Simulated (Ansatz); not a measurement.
H7OSi3, SMILES `[SiH3]O[SiH][SiH3]` radical at its PBE0-D4/def2-TZVP geometry, where that method's forces vanish. Total charge 0; spin multiplicity 2.

```csv
atom,x (Å),y (Å),z (Å)
Si1,1.494,-0.143,-1.545
O2,1.285,-0.522,0.036
Si3,0.468,-0.124,1.405
Si4,-1.772,0.429,1.004
H5,2.366,1.052,-1.670
H6,2.128,-1.300,-2.219
H7,0.177,0.146,-2.173
H8,0.633,-1.260,2.357
H9,-2.548,-0.653,0.333
H10,-2.398,0.729,2.320
H11,-1.833,1.646,0.151
```

Task: For each bond, give half the difference of the two atoms' forces along it (eV/Å; positive pushes the atoms apart) under PBE-D4, r2SCAN-D4, B3LYP-D4, ωB97M-V in def2-TZVPP. (Estimate.)

Result: Computed: 
```json
{"bond": "Si1–O2", "length (Å)": "1.639", "PBE-D4": "0.24", "r2SCAN-D4": "0.03", "B3LYP-D4": "0.09", "ωB97M-V": "0.13"}
{"bond": "Si1–H5", "length (Å)": "1.485", "PBE-D4": "0.02", "r2SCAN-D4": "-0.03", "B3LYP-D4": "-0.08", "ωB97M-V": "-0.13"}
{"bond": "Si1–H6", "length (Å)": "1.482", "PBE-D4": "0.04", "r2SCAN-D4": "-0.03", "B3LYP-D4": "-0.10", "ωB97M-V": "-0.15"}
{"bond": "Si1–H7", "length (Å)": "1.487", "PBE-D4": "0.01", "r2SCAN-D4": "-0.02", "B3LYP-D4": "-0.07", "ωB97M-V": "-0.11"}
{"bond": "O2–Si3", "length (Å)": "1.643", "PBE-D4": "0.27", "r2SCAN-D4": "0.07", "B3LYP-D4": "0.11", "ωB97M-V": "0.14"}
{"bond": "Si3–Si4", "length (Å)": "2.341", "PBE-D4": "-0.14", "r2SCAN-D4": "-0.02", "B3LYP-D4": "0.11", "ωB97M-V": "0.05"}
{"bond": "Si3–H8", "length (Å)": "1.492", "PBE-D4": "0.09", "r2SCAN-D4": "-0.03", "B3LYP-D4": "-0.11", "ωB97M-V": "-0.15"}
{"bond": "Si4–H9", "length (Å)": "1.491", "PBE-D4": "0.10", "r2SCAN-D4": "0.00", "B3LYP-D4": "-0.07", "ωB97M-V": "-0.12"}
{"bond": "Si4–H10", "length (Å)": "1.488", "PBE-D4": "0.09", "r2SCAN-D4": "-0.02", "B3LYP-D4": "-0.07", "ωB97M-V": "-0.10"}
{"bond": "Si4–H11", "length (Å)": "1.487", "PBE-D4": "0.09", "r2SCAN-D4": "-0.01", "B3LYP-D4": "-0.07", "ωB97M-V": "-0.10"}
```

B3LYP here is the variant with VWN-RPA as its local correlation; programs differ in this.
